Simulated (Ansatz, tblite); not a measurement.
Spin states of NaAlF4 (the lowest singlet isomer of a short search), each relaxed with r2SCAN-D4/def2-SVP in Ansatz. Electronic energies in the gas phase.

The xTB rows come from tblite. Correlated methods freeze 10 core orbitals; core or outer-core shells of Na are correlated, in sets that lack core-valence functions. In the triplet, F3 and F6 lie 1.98 Å apart (atoms count from 1), so these atoms are partly bonded to each other. In the quintet geometry the species has come apart into loosely held pieces. In the quintet, F3 and F5 lie 1.91 Å apart, F4 and F5 lie 1.92 Å apart (atoms count from 1), so these atoms are partly bonded to each other. The structure comes from a short search, and lower isomers may exist.

Singlet geometry (C2v within 0.1 Å):

```xyz
6

Na   -0.9954   -0.0804   -2.0745
Al    0.2582    0.0208    0.5382
F     1.5015   -1.0137    0.9403
F    -1.1006   -0.8587   -0.1138
F     0.5746    0.8161   -0.9826
F    -0.2383    1.1159    1.6923
```

Triplet geometry:

```xyz
6

Na    0.473   -2.713    0.290
Al   -0.266    0.202    0.022
F     0.017    1.233    1.497
F    -1.735    0.536   -0.695
F     0.725   -0.930   -0.845
F     0.786    1.672   -0.270
```

Quintet geometry:

Cartesian coordinates in Å:
```
Na 1.5079 -0.4978 -2.8248
Al -0.6225 -0.8242 0.8184
F 0.7598 0.1887 1.5302
F -0.3392 -0.0679 -0.8611
F 0.7158 1.2939 -0.0226
F -2.0219 -0.0926 1.3600
```

⟨S²⟩: triplet 2.01 at PBE0-D4/def2-TZVP (pure 2.00), quintet 6.01 at PBE0-D4/def2-TZVP (pure 6.00).

Only these spin states were relaxed. The quintet has fallen apart into loose fragments. The triplet has other bonds than the singlet, so the gap mixes isomer and spin. The quintet has other bonds than the singlet, so the gap mixes isomer and spin.

| level | triplet − singlet (kcal/mol) | quintet − singlet (kcal/mol) | lowest of these | remarks |
| --- | --- | --- | --- | --- |
| GFN1-xTB | 124.3 | 320.2 | singlet | – |
| GFN2-xTB | 137.2 | 329.3 | singlet | – |
| HF/STO-3G | 200.8 | 355.3 | singlet | HOMO above zero (quintet), HOMO above zero (triplet) |
| HF/def2-TZVP | 166.3 | 304.3 | singlet | – |
| PBE-D4/def2-TZVP | 145.7 | 294.8 | singlet | – |
| BLYP-D4/def2-TZVP | 147.6 | 294.2 | singlet | – |
| r2SCAN-D4/def2-TZVP | 154.0 | 310.6 | singlet | – |
| B97M-V/def2-TZVP | 156.2 | 315.1 | singlet | – |
| PBE0-D4/def2-TZVP | 157.1 | 314.9 | singlet | – |
| MP2/def2-TZVP | 191.3 | 375.5 | singlet | – |

Change of the quintet − singlet gap on mixing in exact exchange, in kcal/mol: PBE to PBE0 (25 % exact exchange) 20.1.

The xTB methods have no spin-polarisation term.
